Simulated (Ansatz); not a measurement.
Cl$_{3}$GaH$_{5}$NSi, SMILES `[SiH3][NH2+][Ga-]([Cl])([Cl])[Cl]`, relaxed with RKS PBE-D4/def2-SVP in Ansatz 0.2.0 from a rough embedded geometry. The force threshold is 0.03 eV/Å; the program also tests the step.

Total charge 0; spin multiplicity 1.

Start:

```xyz
11

Si   -0.640    1.461    0.203
N    -0.112    0.087   -0.833
Ga    0.673   -1.344    0.214
Cl    2.387   -0.645    1.219
Cl    1.259   -2.965   -1.180
Cl   -0.842   -2.133    1.629
H    -1.210    2.502   -0.575
H     0.543    1.910    0.943
H    -1.658    0.930    1.226
H    -0.975   -0.255   -1.346
H     0.575    0.451   -1.499
```

```tsv
step	energy (eV)	largest force (eV/Å)	largest move (Å)
1	-99349.2673	2.871	0.000
2	-99349.7308	1.179	0.153
3	-99349.8071	0.214	0.079
4	-99349.8127	0.139	0.031
5	-99349.8142	0.011	0.033
```

End:

```xyz
11

Si   -0.660    1.497    0.262
N    -0.118    0.069   -0.752
Ga    0.742   -1.535    0.292
Cl    2.439   -0.552    1.239
Cl    1.176   -2.856   -1.385
Cl   -0.904   -2.104    1.601
H    -1.231    2.529   -0.667
H     0.565    1.996    0.953
H    -1.694    0.964    1.196
H    -0.901   -0.347   -1.282
H     0.587    0.339   -1.457
```

Run time 14 s (4 threads of an Arm Neoverse V2 on a shared host); peak host memory 0.24 GiB.
